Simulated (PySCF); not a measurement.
**From orbital energies to excitation energies**

Species: C2H8O3Si2.
SMILES: `O=C(CO[SiH3])O[SiH3]`

Method: TDDFT CAM-B3LYP/def2-SVPD, vertical, gas phase, core orbitals frozen in the response in PySCF 2.14.0, density-fitted response routines. One conformer (not necessarily the lowest) at the GFN2-xTB geometry, without solvent, vibrations or thermal averaging. Torsions of this conformer, `[O:1]=[C:2]([CH2:3][O:4][SiH3:5])[O:6][SiH3:7]`: O1–C2–C3–O4 171°, C2–C3–O4–Si5 179°, O1–C2–O6–Si7 0°.

Orbital energies (eV): HOMO-3 -10.80, HOMO-2 -10.71, HOMO-1 -9.89, HOMO -9.69, LUMO 0.68, LUMO+1 1.00, LUMO+2 1.12.

Task: Among the lowest singlets, which states do these configurations lead, and at what energies: HOMO-1→LUMO, HOMO→LUMO+1, HOMO→LUMO?

Result: 

```json
{"state": "S1", "leading configuration": "HOMO→LUMO+1", "weight": "0.67", "Δε (eV)": "10.69", "E (eV)": "5.87", "E − Δε (eV)": "-4.81", "f": "0.0006", "other configurations": "H→L+2 (14%)"}
{"state": "S2", "leading configuration": "HOMO-1→LUMO", "weight": "0.62", "Δε (eV)": "10.56", "E (eV)": "7.16", "E − Δε (eV)": "-3.41", "f": "0.0034", "other configurations": "H-1→L+2 (20%)"}
{"state": "S3", "leading configuration": "HOMO→LUMO", "weight": "0.69", "Δε (eV)": "10.37", "E (eV)": "7.50", "E − Δε (eV)": "-2.87", "f": "0.022", "other configurations": "–"}
```

E − Δε runs from -4.81 to -2.87 eV. By orbital difference alone the order would be S3, S2, S1. Δε is the difference of the two orbital energies.

H and L stand for HOMO and LUMO. The other states: S4 7.78 eV, f 0.018, H-1→L+1 (59%), H-1→L+2 (18%); S5 7.91 eV, f 0.016, H-3→L (30%), H→L+2 (22%), H→L+1 (9%); S6 8.06 eV, f 0.0020, H-2→L (37%), H-2→L+2 (12%), H-2→L+1 (9%); S7 8.19 eV, f 0.0018, H-4→L+1 (34%), H-6→L+1 (17%), H-4→L+2 (9%); S8 8.25 eV, f 0.046, H-1→L+3 (29%), H-1→L+4 (9%), H-1→L (9%).

Triplets (Tamm–Dancoff): T1 5.38 eV, H→L+1 (67%), H→L+2 (13%); T2 6.16 eV, H-2→L+1 (33%), H-1→L+1 (14%), H-5→L+1 (10%); T3 6.84 eV, H-1→L (54%), H-1→L+2 (25%).

Summed over the main configurations (up to three a state, each over 8%) of all 8 singlets, the electron leaves HOMO-1 with weight 2.06, HOMO with weight 1.81, HOMO-2 with weight 0.58 and HOMO-4 with weight 0.43.
